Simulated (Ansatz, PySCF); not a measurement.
System: C3H6F, net charge 0, doublet state. It need not be the lowest isomer of its formula. 
Structure (B3LYP-D3(BJ)/def2-TZVP (Ansatz, a program for electronic structure) minimum search):
SMILES: [CH2]CCF
```xyz
10

C      1.6356     0.0549     0.1152
C      0.4682    -0.7509    -0.3229
C     -0.8460    -0.3094     0.2934
F     -1.1329     1.0068    -0.0840
H      1.5226     1.1106     0.3166
H      2.6330    -0.3600     0.0932
H      0.3543    -0.7067    -1.4179
H      0.6156    -1.8100    -0.0849
H     -0.8019    -0.3293     1.3846
H     -1.6741    -0.9328    -0.0505
```
Charge 0, spin multiplicity 2.

Total electronic energies in hartree. Valence correlation only, unless marked. Open shells are spin-unrestricted. Spin-orbit coupling is left out. Non-relativistic. Basis-set limits of correlation are two-point, X^-3; Hartree-Fock from the larger set. [CCSD(T)-MP2]/basis is that difference in the basis named.

```tsv
level	program	energy (Eh)
HF/STO-3G	Ansatz	-213.68692
SVWN5/def2-TZVPD	Ansatz	-216.03258
BLYP-D3(BJ)/def2-TZVPD	Ansatz + dftd3	-217.72893
r2SCAN/def2-TZVPD	Ansatz	-217.67817
r2SCAN-D3(BJ)/def2-TZVPD	Ansatz + dftd3	-217.67967
PBE0/STO-3G	Ansatz	-214.60616
PBE0/6-31G*	Ansatz	-217.45404
PBE0/def2-SVP	Ansatz	-217.29735
PBE0-D4/def2-TZVPD	Ansatz + dftd4	-217.55420
PBE0/def2-TZVPD	Ansatz	-217.55004
PBE0/def2-QZVPP	Ansatz	[?]
M06-2X/def2-TZVPD	PySCF	-217.69310
HSE06-D3(BJ)/def2-TZVPD	Ansatz + dftd3	-217.54177
LC-wPBE-D4/def2-TZVPD	Ansatz + dftd4	[?]
wB97M-V/def2-TZVPD	Ansatz	-217.69493
wB97X-V/def2-TZVPD	Ansatz	-217.72244
B2PLYP-D3(BJ)/def2-TZVPD	Ansatz + dftd3	-217.62432
RI-MP2/CBS(cc-pVTZ,cc-pVQZ)	Ansatz	-217.4175
SCS-MP2/cc-pVDZ	Ansatz	-217.07461
CCSD(T)/cc-pVTZ	Ansatz	-217.37088
CCSD(T)/cc-pwCVTZ	Ansatz	-217.38402
CCSD(T) with core electrons/cc-pwCVTZ	Ansatz	-217.58441
RI-MP2/CBS(cc-pVTZ,cc-pVQZ)+[CCSD(T)-MP2]/cc-pVTZ	Ansatz	-217.4822
```

### Question
Fill in the missing entries.

### Answer

- PBE0/def2-QZVPP, energy (Eh): -217.56266
- LC-wPBE-D4/def2-TZVPD, energy (Eh): -217.67297
